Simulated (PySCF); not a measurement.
Compound: C3H5NOSi.
Structure used (PBE0-D3(BJ)/def2-SVP), in Å, numbered top down from 1:
```xyz
11
C3H5NOSi angstrom
C      2.281   -0.055    0.209
C      1.035    0.259   -0.133
O     -0.048   -0.310    0.461
Si    -1.608   -0.392   -0.093
C     -2.097    1.290   -0.728
N     -2.390    2.337   -1.132
H      2.486   -0.803    0.978
H      3.116    0.448   -0.280
H      0.812    1.016   -0.896
H     -2.472   -0.732    1.059
H     -1.760   -1.333   -1.233
```

The calculation used PBE0-D3(BJ)/def2-SVP geometry optimisation, gas phase in PySCF 2.14.0.

Take the most abundant isotopes and a rigid rotor. The values belong to one conformer with, in the numbering `[CH2:1]=[CH:2][O:3][SiH2:4][C:5]#[N:6]`, C1–C2–O3–Si4 -161°, C2–O3–Si4–C5 -46°.

Q: Give the principal moments of inertia and the rotational constants in MHz.

A: Ia = 88.28, Ib = 310.03, Ic = 387.10 u·Å²; 505379 MHz·u·Å²/I gives A = 5725, B = 1630, C = 1306 MHz.

Q: Classify the top.

A: An asymmetric top: κ = (2 × 1630 − 5725 − 1306)/(5725 − 1306) = -0.85.

Q: What does the inertial defect say?

A: Not planar: Δ = Ic − Ia − Ib = -11.20 u·Å². For a rigid frame Δ = −2 Σ m c², so Σ m c² = 5.60 u·Å² lies off the ab plane: 3.60 from hydrogen and 2.00 from heavier atoms. The atom farthest from that plane is 1.51 Å away.

Q: Where do the levels up to J = 4 lie, in cm⁻¹?

A: Above 0(0,0):
J = 1: 1(0,1) 0.0979, 1(1,1) 0.2345, 1(1,0) 0.2453
J = 2: 2(0,2) 0.2931, 2(1,2) 0.4195, 2(1,1) 0.4520, 2(2,1) 0.8618, 2(2,0) 0.8624
J = 3: 3(0,3) 0.5845, 3(1,3) 0.6967, 3(1,2) 0.7616, 3(2,2) 1.1555, 3(2,1) 1.1586, 3(3,1) 1.8659, 3(3,0) 1.8659
J = 4: 4(0,4) 0.9701, 4(1,4) 1.0655, 4(1,3) 1.1737, 4(2,3) 1.5467, 4(2,2) 1.5559, 4(3,2) 2.2588, 4(3,1) 2.2589, 4(4,1) 3.2517, 4(4,0) 3.2517
Those of J = 1 are B + C, A + C and A + B.

Q: Which lines would a microwave search look for?

A: The dipole components are |μa| = 1.44 D, |μb| = 1.92 D, |μc| = 0.72 D. The squared components, which scale the intensities, stand as 0.56 : 1.00 : 0.14 (a : b : c). Some lines, for components of 0.1 D or more:

```csv
type,branch,"J(Ka,Kc)",MHz,lower level (cm⁻¹)
a,R,"1(0,1) ← 0(0,0)",2936,0.000
c,Q,"3(1,3) ← 3(0,3)",3364,0.584
c,Q,"2(1,2) ← 2(0,2)",3789,0.293
b,R,"3(0,3) ← 2(1,2)",4944,0.420
b,Q,"3(1,2) ← 3(0,3)",5311,0.584
b,R,"1(1,1) ← 0(0,0)",7030,0.000
a,R,"3(1,3) ← 2(1,2)",8309,0.420
a,R,"3(2,2) ← 2(2,1)",8807,0.862
c,R,"2(1,1) ← 1(0,1)",10615,0.098
b,R,"3(1,3) ← 2(0,2)",12098,0.293
c,Q,"2(2,1) ← 2(1,1)",12284,0.452
b,R,"2(2,1) ← 1(1,0)",18480,0.245
c,R,"2(2,0) ← 1(1,0)",18499,0.245
c,R,"2(2,1) ← 1(1,1)",18805,0.235
b,R,"2(2,0) ← 1(1,1)",18823,0.235
b,R,"3(2,2) ← 2(1,1)",21091,0.452
c,R,"3(2,1) ← 2(1,1)",21183,0.452
c,Q,"3(3,1) ← 3(2,1)",21204,1.159
c,R,"3(3,0) ← 2(2,0)",30085,0.862
b,R,"3(3,0) ← 2(2,1)",30104,0.862
```

Q: Estimate the classical rotational partition function at 100 K, 200 K and 298.15 K.

A: Point group C1, symmetry number σ = 1; q = (√π/σ)·√((kT/h)³/(ABC)), k/h = 20836.6 MHz/K: 48300 at 100 K, 137000 at 200 K, 249000 at 298.15 K.

Stationary, but not proved a minimum. Zero-point vibration and centrifugal distortion are left out. Quadrupole hyperfine structure (14N) is left out.
